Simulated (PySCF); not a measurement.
Isomers of C3H12ClFSi3, mass 185.992 u with the commonest isotopes. Level of theory: PBE0/pcSseg-1 in PySCF (dipole) on a GFN2-xTB geometry, gas phase. One conformer each, none proved a minimum here; rigid rotors.

Task: Order these by rotational constant C, largest first.
A. `[CH3:1][C@@H:2]([Cl:3])[CH2:4][SiH2:5][SiH2:6][SiH2:7][F:8]` with C1–C2–C4–Si5 -167°, C2–C4–Si5–Si6 80°, C4–Si5–Si6–Si7 18°, Si5–Si6–Si7–F8 28°
B. `[F:1][CH2:2][Si:3]([SiH3:4])([SiH3:5])[CH2:6][CH2:7][Cl:8]` with F1–C2–Si3–Si4 -78°, C2–Si3–C6–C7 85°, Si3–C6–C7–Cl8 -59°
C. `[CH3:1][Si@@:2]([Cl:3])([CH2:4][SiH3:5])[CH2:6][SiH2:7][F:8]` with C1–Si2–C4–Si5 -54°, C1–Si2–C6–Si7 -174°, Si2–C6–Si7–F8 67°

Result: A (602.5 MHz), B (585.2 MHz), C (519.7 MHz).

Task: Order these by out-of-plane moment Σ m c² = (Ia + Ib − Ic)/2, smallest first.
A. `[CH3:1][Si@@:2]([Cl:3])([CH2:4][SiH3:5])[CH2:6][SiH2:7][F:8]` with C1–Si2–C4–Si5 -54°, C1–Si2–C6–Si7 -174°, Si2–C6–Si7–F8 67°
B. `[CH3:1][C@@H:2]([Cl:3])[CH2:4][SiH2:5][SiH2:6][SiH2:7][F:8]` with C1–C2–C4–Si5 -167°, C2–C4–Si5–Si6 80°, C4–Si5–Si6–Si7 18°, Si5–Si6–Si7–F8 28°
C. `[F:1][CH2:2][Si:3]([SiH3:4])([SiH3:5])[CH2:6][CH2:7][Cl:8]` with F1–C2–Si3–Si4 -78°, C2–Si3–C6–C7 85°, Si3–C6–C7–Cl8 -59°

Result: A (140.41 u·Å²), B (157.46 u·Å²), C (222.50 u·Å²).

Task: Order these by rotational constant B, smallest first.
A. `[F:1][CH2:2][Si:3]([SiH3:4])([SiH3:5])[CH2:6][CH2:7][Cl:8]` with F1–C2–Si3–Si4 -78°, C2–Si3–C6–C7 85°, Si3–C6–C7–Cl8 -59°
B. `[CH3:1][Si@@:2]([Cl:3])([CH2:4][SiH3:5])[CH2:6][SiH2:7][F:8]` with C1–Si2–C4–Si5 -54°, C1–Si2–C6–Si7 -174°, Si2–C6–Si7–F8 67°
C. `[CH3:1][C@@H:2]([Cl:3])[CH2:4][SiH2:5][SiH2:6][SiH2:7][F:8]` with C1–C2–C4–Si5 -167°, C2–C4–Si5–Si6 80°, C4–Si5–Si6–Si7 18°, Si5–Si6–Si7–F8 28°

Result: A (591.1 MHz), B (625.9 MHz), C (707.9 MHz).

```
                         SMILES  point group  Ia (u·Å²)  Ib (u·Å²)  Ic (u·Å²)      κ  μa (D)  μb (D)  μc (D)
     FC[Si]([SiH3])([SiH3])CCCl           C1     453.54     855.05     863.58  -0.98    1.06    2.30    1.30
   C[Si@@](Cl)(C[SiH3])C[SiH2]F           C1     445.78     807.47     972.43  -0.65    0.49    0.78    1.89
C[C@@H](Cl)C[SiH2][SiH2][SiH2]F           C1     439.86     713.88     838.81  -0.61    1.43    0.27    0.29
```
